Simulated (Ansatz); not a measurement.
Ansatz results at the PBE0-D4/def2-TZVP geometry: size of the dipole moment (PBE/def2-TZVPP) 4.91 D; HOMO energy (PBE0/def2-TZVPP) -7.16 eV; size of the dipole moment (B3LYP/def2-TZVPP) 4.96 D.

(1) Which molecule gave them?
A. `C12C3C4C1C1C2C3C41`
B. `N#CC1=CCC=C1`
C. `O=c1occo1`
D. `Clc1ccc2ccccc2c1`

Answers

(1) B. The others give `O=c1occo1`: 4.40, -7.45, 4.63; `C12C3C4C1C1C2C3C41`: 0.00, -7.33, 0.00; `Clc1ccc2ccccc2c1`: 1.67, -6.50, 1.79.

B3LYP here is the variant with VWN-RPA as its local correlation; programs differ in this.
